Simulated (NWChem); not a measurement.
Molecule: SeO₂, triplet; SMILES of the neutral closed-shell parent O=[Se]=O

```xyz
3

O      1.2233     0.0000    -0.8225
Se     0.0000     0.0000     0.3870
O     -1.2233     0.0000    -0.8225
```
Atoms are numbered in this order, from 1.

All runs: NWChem. Spin-unrestricted. In the optimisation the excess spin sits in b1 and b2 (C2v, its own frame). Geometry: optimised at PBE-D3(BJ)/def2-SVP, spin-unrestricted. This spin state was assumed; another may lie lower. No stability test was run on the SCF state.

Task: What does the run give for PBE0/def2-SVP? Quantities: highest occupied level (eV); lowest empty minus highest occupied level, either spin (eV); <S²>.

Result: 
| Property | Result |
|---|---|
| highest occupied level (eV) | -7.14 |
| lowest empty minus highest occupied level, either spin (eV) | 2.04 |
| <S²> | 2.02 |
